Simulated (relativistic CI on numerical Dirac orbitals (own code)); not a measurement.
# One change at a time: Gd19+

Base calculation: Dirac-Coulomb-Breit CI, KLI orbitals optimised for each configuration, a model potential for QED, unscaled Slater integrals.

Configurations in the expansion (outside the closed core [Ar] 3d10): 4s2 4p6 4d9, 4s2 4p5 4d10, 4s2 4p6 4d8 4f, 4s 4p6 4d10, 4s2 4p5 4d9 4f, 4s2 4p6 4d8 5s, 4s2 4p6 4d8 5p, 4s 4p6 4d9 4f, 4s2 4p6 4d7 4f 5s, 4s2 4p6 4d8 5d, 4s2 4p6 4d7 5s 5p, 4s2 4p5 4d9 5s, 4s2 4p6 4d8 5f, 4s2 4p6 4d7 5s2, 4s2 4p6 4d6 4f 5s2, 4s2 4p5 4d7 4f 5s2, 4s2 4p6 4d6 5s2 5p. Double excitations out of closed p, d and f shells are left out; levels of such configurations are missing from the list, as are those of other unlisted configurations, and high levels can miss mixing partners.

Variants: (1) P86 correlation estimate; (2) configuration mixing switched off; (3) QED terms removed. Shifts of the energy above 4s2 4p6 4d9 2D_5/2, in cm⁻¹, for the lowest level and the first level of each name with at least 55 % of one term (blank where a level changes its place among those of its configuration and J or its character, or is not in the variant):

| Level | Base | Δ(1) | Δ(2) | Δ(3) |
| --- | --- | --- | --- | --- |
| 4s2 4p6 4d9 2D_5/2 | 0 | 0 | 0 | 0 |
| 4s2 4p6 4d9 2D_3/2 | 55109 | -1 | -437 | -149 |
| 4s2 4p5 4d10 2P°_3/2 | 1037209 | +1064 | +95124 | +362 |
| 4s2 4p6 4d8 4f 4F°_7/2 | 1134445 | +952 | -11434 | +1 |
| 4s2 4p6 4d8 4f 4F°_9/2 | 1143873 | +952 | -11550 | -32 |
| 4s2 4p6 4d8 4f 2P°_1/2 | 1153478 | +957 | -6401 | -20 |
| 4s2 4p6 4d8 4f 4I°_15/2 | 1158614 | +951 | -11768 | -20 |
| 4s2 4p6 4d8 4f 4D°_7/2 | 1160831 | +952 | -10768 | -37 |
| 4s2 4p6 4d8 4f 4H°_13/2 | 1170042 | +951 | -11390 | -16 |
| 4s2 4p6 4d8 4f 4D°_1/2 | 1184966 | +962 | -2245 | -68 |
| 4s2 4p6 4d8 4f 4G°_7/2 | 1199647 | +951 | -11501 | -79 |
| 4s2 4p6 4d8 4f 2K°_13/2 | 1229477 | +951 | -11745 | -124 |
| 4s2 4p6 4d8 4f 2H°_11/2 | 1234753 | +952 | -11233 | -124 |
| 4s2 4p6 4d8 4f 2K°_15/2 | 1235979 | +951 | -11755 | -160 |

At this charge energies of transitions that change n are usually good to better than 1 %, and those within a shell (Δn = 0) to a few per cent.

Ionisation energy from the two ground configurations alone: base 600.717 eV; P86 correlation estimate 602.659 eV. The NIST ASD value (theoretical) is 601 eV.

LS names give the leading component of a level, which can be under half, so a name can repeat, a term be missing and a line seem to break the LS rules.
